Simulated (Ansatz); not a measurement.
`C[SiH2]OB(O)O` from Hartree–Fock to CCSD(T)

Cartesian coordinates in Å:
```
C -0.918 -1.127 -1.902
Si -0.158 -1.008 -0.211
O 0.085 0.600 0.106
B 0.611 1.223 1.199
O 1.038 0.480 2.261
O 0.718 2.586 1.245
H -1.101 -2.172 -2.163
H -1.871 -0.595 -1.939
H -0.256 -0.699 -2.658
H 1.143 -1.725 -0.169
H -1.066 -1.586 0.815
H 1.388 1.024 2.970
H 0.387 2.999 0.445
```

The species carries charge 0 and has multiplicity 1. All single points use the PBE0-D4/def2-TZVP geometry. It is one conformer, not always the lowest. Frozen core, restricted reference, the Gaussian-basis code of Ansatz. CBS rows extrapolate triple and quadruple zeta; past MP2 they add the triple-zeta difference.

| basis | HF (Eh) | MP2 corr. |
| --- | --- | --- |
| def2-TZVPP | -580.52848 | -1.10450 |
| def2-QZVPP | -580.55200 | -1.19016 |

Question: Estimate the CCSD correlation energy and the (T) correction in each basis where they were run (hartree).

Answer: 
```csv
basis,CCSD corr.,(T)
def2-TZVPP,-1.14249,-0.04071
CBS(def2),-1.29160,as TZ
```
